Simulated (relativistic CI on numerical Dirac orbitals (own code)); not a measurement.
# Sensitivity of the levels of W XLV to α and to the nuclear radius

These numbers are calculated, not measured: Dirac-Coulomb-Breit CI, separate exchange-only KLI orbitals for each configuration, derivatives by finite differences, unscaled Slater integrals, QED left out (own radial code, finite nucleus).

CI space (outside the closed core [Ar] 3d10): 4s2, 4s 4p, 4p2, 4s 4d, 4s 4f, 4d2, 4p 4d, 4f2. Levels of other configurations are missing.

With x = (α/α₀)² − 1 an excitation energy changes as ω = ω₀ + qx; K = 2q/ω₀ is the relative enhancement. Terms are leading LS components, so labels can repeat. The field-shift factor is F = δν/δ⟨r²⟩ for the transition from the lowest level.

Lowest level 4s2 1S_0.

```
      Level  ω₀ (cm⁻¹)   q (cm⁻¹)  F (GHz/fm²)
4s 4p 3P°_0     703743     122200        -2060
4s 4p 3P°_1     762492     138700        -2070
4s 4p 3P°_2    1508828  1.099e+06        -2200
   4p2 3P_0    1615643     268300        -4150
4s 4p 1P°_1    1656151  1.095e+06        -2210
   4p2 3P_1    2368683  1.235e+06        -4300
   4p2 1D_2    2378714  1.231e+06        -4200
 4s 4d 3D_1    2796977  1.152e+06        -2190
 4s 4d 3D_2    2826866  1.178e+06        -2250
 4s 4d 3D_3    2966562  1.326e+06        -2180
 4s 4d 1D_2    3015089  1.483e+06        -2640
   4p2 3P_2    3238205  2.033e+06        -4020
   4p2 1S_0    3272265  2.203e+06        -4420
```

At this charge energies of transitions that change n are usually good to better than 1 %, and those within a shell (Δn = 0) to a few per cent.

Question: Which transition from the lowest level has the largest |K|?

Answer: 4s 4p 3P°_2 at 1508828 cm⁻¹, K = 1.46.
